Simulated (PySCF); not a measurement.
Species: C3H10Al (charge -1).
Geometry (PBE0-D3(BJ)/def2-SVP, Å), atoms numbered from 1 in this order:
```
atom  x, y, z in Å
C1    -1.659    0.254   -0.152
C2    -0.886   -0.341    1.018
C3     0.524    0.231    1.161
Al4    1.840   -0.146   -0.355
H5    -1.773    1.346   -0.031
H6    -2.670   -0.179   -0.252
H7    -1.116    0.097   -1.097
H8    -1.492   -0.205    1.940
H9    -0.821   -1.436    0.871
H10    0.988   -0.175    2.082
H11    0.459    1.325    1.332
H12    1.844   -1.773   -0.649
H13    1.423    0.654   -1.739
H14    3.340    0.348    0.127
```

Method: PySCF 2.14.0, PBE0-D3(BJ)/def2-SVP geometry optimisation, gas phase.

Take the most abundant isotopes and a rigid rotor. The values belong to one conformer with, in the numbering `[CH3:1][CH2:2][CH2:3][AlH3-:4]`, C1–C2–C3–Al4 -65°.

(1) What are A, B and C (MHz)?

(2) What kind of rotor is it?

(3) Is it planar, by Δ = Ic − Ia − Ib?

(4) Give the other two planar moments, Paa and Pbb, and the rms extents of the mass along the axes.

(5) Where do the levels up to J = 2 lie, in MHz?

(6) Predict some low-J microwave lines.

Answers

(1) Ia = 50.40, Ib = 179.02, Ic = 204.67 u·Å²; 505379 MHz·u·Å²/I gives A = 10027, B = 2823, C = 2469 MHz.

(2) A near-prolate asymmetric top: κ = (2 × 2823 − 10027 − 2469)/(10027 − 2469) = -0.91.

(3) Not planar: Δ = Ic − Ia − Ib = -24.75 u·Å². For a rigid frame Δ = −2 Σ m c², so Σ m c² = 12.38 u·Å² lies off the ab plane: 9.41 from hydrogen and 2.96 from heavier atoms. The atom farthest from that plane is 1.69 Å away.

(4) Paa = Σ m a² = (Ib + Ic − Ia)/2 = 166.65 and Pbb = Σ m b² = (Ia + Ic − Ib)/2 = 38.02 u·Å². With the mass M = 73.06 u, the rms extents √(P/M) along a, b and c are 1.51, 0.72, 0.41 Å.

(5) Above 0(0,0):
J = 1: 1(0,1) 5292, 1(1,1) 12496, 1(1,0) 12850
J = 2: 2(0,2) 15864, 2(1,2) 22727, 2(1,1) 23788, 2(2,1) 45401, 2(2,0) 45413
Those of J = 1 are B + C, A + C and A + B.

(6) The dipole components (about the centre of mass, as the species is charged) are |μa| = 6.50 D, |μb| = 1.35 D, |μc| = 0.36 D. The squared components, which scale the intensities, stand as 1.00 : 0.04 : 0.00 (a : b : c). Some lines, for components of 0.1 D or more:

```csv
type,branch,"J(Ka,Kc)",MHz,lower level (cm⁻¹)
a,Q,"1(1,0) ← 1(1,1)",354,0.417
a,Q,"2(1,1) ← 2(1,2)",1061,0.758
b,R,"2(0,2) ← 1(1,1)",3368,0.417
a,R,"1(0,1) ← 0(0,0)",5292,0.000
c,Q,"2(1,2) ← 2(0,2)",6863,0.529
c,Q,"1(1,1) ← 1(0,1)",7204,0.177
b,Q,"1(1,0) ← 1(0,1)",7558,0.177
b,Q,"2(1,1) ← 2(0,2)",7924,0.529
a,R,"2(1,2) ← 1(1,1)",10231,0.417
a,R,"2(0,2) ← 1(0,1)",10572,0.177
a,R,"2(1,1) ← 1(1,0)",10938,0.429
b,R,"1(1,1) ← 0(0,0)",12496,0.000
c,R,"1(1,0) ← 0(0,0)",12850,0.000
b,R,"2(1,2) ← 1(0,1)",17435,0.177
c,R,"2(1,1) ← 1(0,1)",18496,0.177
c,Q,"2(2,1) ← 2(1,1)",21612,0.793
b,Q,"2(2,0) ← 2(1,1)",21625,0.793
b,Q,"2(2,1) ← 2(1,2)",22674,0.758
b,R,"2(2,1) ← 1(1,0)",32550,0.429
c,R,"2(2,0) ← 1(1,0)",32563,0.429
c,R,"2(2,1) ← 1(1,1)",32904,0.417
b,R,"2(2,0) ← 1(1,1)",32917,0.417
```

Not checked by PBE0-D3(BJ)/def2-SVP frequencies. The geometry's basis has no diffuse functions, a weakness for an anion. These are rigid-rotor constants of the computed structure; measured ground-state constants (B0) also hold zero-point vibration. A rigid rotor knows nothing of internal rotation, which can split or shift real lines. Quadrupole hyperfine structure (27Al) is left out.

Rough CPU time on one thread of a shared machine: about 60 s. That covers the optimisation of the geometry.
